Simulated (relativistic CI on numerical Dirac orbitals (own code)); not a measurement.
## W⁵⁺: L2,3 absorption edge

Computed with this model: Dirac-Coulomb-Breit CI, KLI orbitals optimised for each configuration, a model potential for QED, multiplet model of core-to-valence dipole absorption, unscaled Slater integrals; configurations [Xe] 4f14 5d → [He] 2s2 2p5 3s2 3p6 3d10 4s2 4p6 4d10 4f14 5s2 5p6 5d2; 300 K; Lorentzian 5 eV and Gaussian 1 eV FWHM. Energies are those of the free ion, without screening or charge transfer. The branching ratio is the share of the lower-energy edge in the whole absorption, uncertain by about 0.02 where the edges overlap. S is read from ⟨S²⟩ = S(S + 1).

Field parameters in Wybourne normalisation: Oh B⁴₀ = 21Dq, B⁴₄ = √(5/14) B⁴₀. The field is a parameter set, without covalency.

Computed curve for Oh, 10Dq = 35100 cm⁻¹, scaled to 100 at the maximum (points under 2 are left out and the grid is thinned):

| Energy (eV) | Intensity |
| --- | --- |
| 10188.0 | 2.1 |
| 10189.0 | 2.3 |
| 10190.5 | 2.7 |
| 10191.5 | 3.0 |
| 10193.0 | 3.5 |
| 10194.0 | 4.0 |
| 10195.5 | 4.9 |
| 10196.5 | 5.8 |
| 10198.0 | 7.4 |
| 10199.0 | 8.9 |
| 10200.0 | 11.0 |
| 10201.5 | 15.7 |
| 10202.5 | 20.6 |
| 10204.0 | 33.3 |
| 10205.0 | 46.9 |
| 10206.5 | 71.8 |
| 10207.5 | 84.0 |
| 10208.5 | 89.8 |
| 10210.0 | 95.1 |
| 10211.0 | 99.8 |
| 10212.5 | 91.9 |
| 10213.5 | 73.5 |
| 10215.0 | 44.4 |
| 10216.0 | 31.3 |
| 10217.5 | 19.7 |
| 10218.5 | 15.1 |
| 10219.5 | 12.0 |
| 10221.0 | 8.8 |
| 10222.0 | 7.3 |
| 10223.5 | 5.7 |
| 10224.5 | 4.9 |
| 10226.0 | 4.0 |
| 10227.0 | 3.5 |
| 10228.5 | 3.0 |
| 10229.5 | 2.7 |
| 10230.5 | 2.4 |
| 10232.0 | 2.1 |
| 11534.0 | 2.2 |
| 11535.5 | 2.8 |
| 11536.5 | 3.4 |
| 11538.0 | 4.7 |
| 11539.0 | 6.0 |
| 11540.5 | 9.3 |
| 11541.5 | 12.9 |
| 11542.5 | 18.6 |
| 11544.0 | 30.4 |
| 11545.0 | 35.7 |
| 11546.5 | 34.3 |
| 11547.5 | 31.7 |
| 11549.0 | 30.0 |
| 11550.0 | 28.2 |
| 11551.0 | 24.2 |
| 11552.5 | 16.0 |
| 11553.5 | 11.4 |
| 11555.0 | 7.2 |
| 11556.0 | 5.5 |
| 11557.5 | 3.9 |
| 11558.5 | 3.2 |
| 11560.0 | 2.4 |
| 11561.0 | 2.0 |

The ground state has S = 0.50, and the centroid lies at 10565.22 eV.
